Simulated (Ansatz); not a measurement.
## A basis-limit estimate, worked out

The pair of H2 (SMILES [H][H], atoms 1–2) and CH6Si (SMILES C[SiH3], atoms 3–10), both closed shells, in one local arrangement (a lower one may exist), relaxed at PBE0-D4/def2-TZVP:

H1  (-0.129, 0.431, -2.677)
H2  (0.188, -0.169, -2.989)
C3  (-0.296, -0.977, 0.720)
Si4  (0.251, 0.811, 0.697)
H5  (-0.316, -1.389, -0.291)
H6  (-1.297, -1.071, 1.146)
H7  (0.387, -1.583, 1.321)
H8  (1.616, 0.939, 0.120)
H9  (0.273, 1.372, 2.075)
H10  (-0.678, 1.635, -0.123)
(Å)

Both fragments are computed in the basis of the whole pair.

Ansatz 0.2.0; basis: def2-TZVPPD and def2-QZVPPD; cores frozen in the correlated methods.

Energies in eV:

| quantity | pair | first fragment | second fragment |
| --- | --- | --- | --- |
| Hartree–Fock, triple zeta (X = 3) | -9019.32690 | -30.82969 | -8988.51015 |
| Hartree–Fock, quadruple zeta (X = 4) | -9019.64324 | -30.84373 | -8988.81226 |
| MP2 correlation, X = 3 | -9.58310 | -0.86539 | -8.69118 |
| MP2 correlation, X = 4 | -10.15924 | -0.90152 | -9.22929 |
| CCSD(T) correlation, X = 3 | -11.17488 | -1.07599 | -10.07061 |

Q: Work out the interaction energy at the basis limit: extrapolate Hartree–Fock as E(X) = E∞ + A exp(−7.88 √X) and the MP2 correlation as E(X) = E∞ + B X^−2.97 (the exponents that Neese and Valeev fitted for def2-TZVPP and QZVPP, reused here for the diffuse sets), then add CCSD(T) − MP2 in triple zeta.

A: Each step is linear, so take the differences first (pair − first fragment − second fragment): Hartree–Fock 0.01294 (X = 3) and 0.01275 (X = 4); MP2 correlation -0.02653 and -0.02843; CCSD(T) correlation -0.02828.
Two points give E∞ = E(4) + w [E(4) − E(3)], with w = 1/(exp(7.88 (2 − √3)) − 1) = 0.1377 for Hartree–Fock and w = 1/((4/3)^2.97 − 1) = 0.7407 for the correlation.
Hartree–Fock: 0.01275 + 0.1377 × (-0.00019) = 0.0127 eV.
MP2 correlation: -0.02843 + 0.7407 × (-0.00190) = -0.0298 eV.
CCSD(T) − MP2: -0.02828 − (-0.02653) = -0.0017 eV.
Sum: 0.0127 + (-0.0298) + (-0.0017) = -0.0188 eV, or -0.43 kcal/mol. Plain CCSD(T) in triple zeta gives -0.0153 eV, so the larger basis shifts the result by -0.0035 eV.

T1 diagnostic: at most 0.010.

For scale, one of the runs: CCSD(T)/def2-TZVPPD, 221 basis functions, launched by `ansatz run in.yaml --threads 2 --pin off --events-out ev --progress --plain --max-ram 5222MiB`. Hardware: 2 CPU threads, shared host. Wall time 17 s; peak host memory 3.5 GiB.
